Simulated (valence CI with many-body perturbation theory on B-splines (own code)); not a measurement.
# E1 transitions of Ag XVI

Calculated by configuration interaction combined with many-body perturbation theory (CI+MBPT): four valence electrons over a frozen Dirac-Fock core [Ar] 3d10, radial functions for each j: 11 s, 11 p, 10 d, 8 f, 5 g, 2 h, with the one-electron correlation potential Σ1 (screened to all orders), the two-electron term Σ2, the three-electron term Σ3, Breit, model QED; selected single and double excitations, second order for the rest, scaled by the run's own slope (own B-spline code, finite nucleus).

No measured levels were compared; by estimate levels hold to about 250 cm⁻¹ or 0.2 % of their energy and the worst to 1 %, as in measured heavy ions of charge 2 to 7; those with d or f electrons hold less well. Among the levels kept, up to 490 cm⁻¹ of a level comes from second order outside the variational space, and about a tenth of that is noise between levels of different J, which matters for small intervals.

Lines 101 to 150 of 543 in falling wavelength, among levels below 178.05 eV, chosen from the strongest by gf and those to the six lowest levels. Wavelengths and rates use the calculated energies, so an error of 1000 cm⁻¹ moves a line at 26.12 nm by 0.26 % and its rate by three times that or more. Electric multipoles are in the length gauge, E1 and E2 with the static RPA response of the core. Weak lines are less certain than strong ones. Lines between different terms over intervals too small for the method are left out, as are lines whose strength nearly cancels. Where a level lies close to another of its J and parity, the split of strength between their lines is uncertain. The highest levels of a list are the least certain.

Names give the largest LS component (configuration and term), which can be under half, so a name can repeat, a term be missing and a line seem to break the LS rules; names also repeat where a configuration has a term twice. Letters in brackets count levels of one name in rising energy.

| λ vac (nm) | Upper | Lower | A (s⁻¹) | S (a.u.) |
| --- | --- | --- | --- | --- |
| 26.12 | 4s 4p2 4d 3F_3 [b] | 4s2 4p 4d 3P°_2 | 3.93e+09 | 2.42e-01 |
| 26.11 | 4p3 4d 3D°_3 [b] | 4s 4p2 4d 1G_4 | 7.95e+09 | 4.89e-01 |
| 26.02 | 4p3 4d 3F°_2 [b] | 4s 4p2 4d 3F_2 [a] | 4.25e+09 | 1.85e-01 |
| 25.92 | 4s 4p2 4d 1D_2 [a] | 4s2 4p 4d 3D°_3 | 4.38e+09 | 1.88e-01 |
| 25.89 | 4s 4p2 4d 3D_2 [c] | 4s2 4p 4d 3D°_1 | 7.47e+09 | 3.20e-01 |
| 25.89 | 4s 4p2 4d 3F_2 [b] | 4s2 4p 4d 3F°_2 | 1.16e+10 | 4.97e-01 |
| 25.89 | 4p3 4d 5D°_2 | 4s 4p2 4d 5D_3 | 4.53e+09 | 1.94e-01 |
| 25.87 | 4p3 4d 3D°_1 [a] | 4s 4p2 4d 3F_2 [a] | 7.95e+09 | 2.04e-01 |
| 25.86 | 4p3 4d 5D°_4 | 4s 4p2 4d 5F_4 | 5.94e+09 | 4.56e-01 |
| 25.77 | 4s 4p2 4d 3D_3 [e] | 4s2 4p 4d 3D°_2 | 6.52e+09 | 3.85e-01 |
| 25.75 | 4s 4p2 4d 3D_3 [b] | 4s2 4p 4d 3F°_3 | 3.31e+09 | 1.95e-01 |
| 25.69 | 4s 4p3 3P°_1 | 4s2 4p2 3P_1 | 1.25e+10 | 3.14e-01 |
| 25.58 | 4s 4p2 4d 3D_2 [d] | 4s2 4p 4d 3D°_2 | 1.04e+10 | 4.31e-01 |
| 25.56 | 4s 4p2 4d 3P_1 [b] | 4s2 4p 4d 3P°_2 | 9.83e+09 | 2.43e-01 |
| 25.53 | 4s 4p2 4d 3P_1 [d] | 4s2 4p 4d 1P°_1 | 9.07e+09 | 2.24e-01 |
| 25.50 | 4p3 4d 3F°_3 [b] | 4s 4p2 4d 3G_4 | 8.19e+09 | 4.69e-01 |
| 25.41 | 4s 4p2 4d 3D_3 [e] | 4s2 4p 4d 3D°_3 | 1.32e+10 | 7.50e-01 |
| 25.31 | 4s 4p3 3P°_2 | 4s2 4p2 3P_1 | 1.27e+06 | 5.06e-05 |
| 25.24 | 4s 4p3 1P°_1 | 4s2 4p2 1S_0 | 1.08e+10 | 2.58e-01 |
| 25.14 | 4s 4p2 4d 3D_2 [d] | 4s2 4p 4d 3P°_1 | 6.83e+09 | 2.68e-01 |
| 25.14 | 4p3 4d 5D°_3 | 4s 4p2 4d 5F_3 | 5.08e+09 | 2.79e-01 |
| 25.08 | 4p3 4d 1F°_3 [b] | 4s 4p2 4d 3F_4 [b] | 3.83e+09 | 2.09e-01 |
| 25.08 | 4s 4p2 4d 3D_1 [d] | 4s2 4p 4d 3P°_1 | 1.15e+10 | 2.68e-01 |
| 24.96 | 4p3 4d 3G°_4 | 4s 4p2 4d 5F_5 | 4.16e+09 | 2.87e-01 |
| 24.95 | 4p3 4d 3F°_2 [b] | 4s 4p2 4d 5D_3 | 5.55e+09 | 2.13e-01 |
| 24.93 | 4p3 4d 3P°_2 [a] | 4s 4p2 4d 3G_3 | 4.56e+09 | 1.74e-01 |
| 24.80 | 4p3 4d 3F°_4 [b] | 4s 4p2 4d 3G_5 | 1.09e+10 | 7.39e-01 |
| 24.80 | 4s 4p2 4d 1P_1 | 4s2 4p 4d 3D°_2 | 7.62e+09 | 1.72e-01 |
| 24.78 | 4p4 1D_2 | 4s 4p3 3D°_3 | 5.54e+09 | 2.08e-01 |
| 24.75 | 4s 4p2 4d 3D_1 [d] | 4s2 4p 4d 3P°_0 | 8.27e+09 | 1.86e-01 |
| 24.65 | 4s 4p2 4d 3D_1 [a] | 4s2 4p 4d 3F°_2 | 7.94e+09 | 1.76e-01 |
| 24.64 | 4p3 4d 3D°_3 [b] | 4s 4p2 4d 3G_4 | 4.57e+09 | 2.36e-01 |
| 24.57 | 4s 4p2 4d 3F_3 [b] | 4s2 4p 4d 3F°_3 | 1.16e+10 | 5.97e-01 |
| 24.49 | 4p3 4d 3F°_4 [a] | 4s 4p2 4d 5D_4 | 2.63e+09 | 1.72e-01 |
| 24.49 | 4p3 4d 5D°_4 | 4s 4p2 4d 5F_3 | 3.64e+09 | 2.37e-01 |
| 24.43 | 4s 4p2 4d 3P_2 [b] | 4s2 4p 4d 3P°_2 | 9.04e+09 | 3.25e-01 |
| 24.31 | 4p4 3P_1 | 4s 4p3 3D°_2 | 1.03e+10 | 2.19e-01 |
| 24.25 | 4s 4p2 4d 1D_2 [c] | 4s2 4p 4d 1P°_1 | 8.08e+09 | 2.84e-01 |
| 24.15 | 4p3 4d 5D°_2 | 4s 4p2 4d 5F_3 | 5.41e+09 | 1.88e-01 |
| 24.10 | 4s 4p2 4d 3F_4 [c] | 4s2 4p 4d 3F°_4 | 3.04e+10 | 1.89e+00 |
| 24.09 | 4s 4p2 4d 3F_2 [c] | 4s2 4p 4d 3F°_3 | 5.54e+09 | 1.91e-01 |
| 23.97 | 4p3 4d 3D°_3 [a] | 4s 4p2 4d 5F_4 | 4.95e+09 | 2.36e-01 |
| 23.97 | 4s 4p2 4d 3D_1 [b] | 4s2 4p 4d 3F°_2 | 2.32e+10 | 4.72e-01 |
| 23.92 | 4s 4p2 4d 3F_3 [c] | 4s2 4p 4d 3F°_3 | 6.56e+09 | 3.10e-01 |
| 23.85 | 4p3 4d 3F°_4 [b] | 4s 4p2 4d 3G_4 | 2.72e+09 | 1.64e-01 |
| 23.78 | 4p3 4d 3G°_4 | 4s 4p2 4d 5F_4 | 3.32e+09 | 1.98e-01 |
| 23.76 | 4s 4p2 4d 3D_2 [c] | 4s2 4p 4d 3F°_3 | 2.83e+10 | 9.36e-01 |
| 23.75 | 4s 4p2 4d 3D_2 [a] | 4s2 4p 4d 3F°_2 | 6.09e+09 | 2.01e-01 |
| 23.75 | 4s 4p2 4d 3P_2 [c] | 4s2 4p 4d 3D°_3 | 3.73e+10 | 1.23e+00 |
| 23.68 | 4s 4p2 4d 1D_2 [c] | 4s2 4p 4d 1F°_3 | 2.49e+10 | 8.15e-01 |
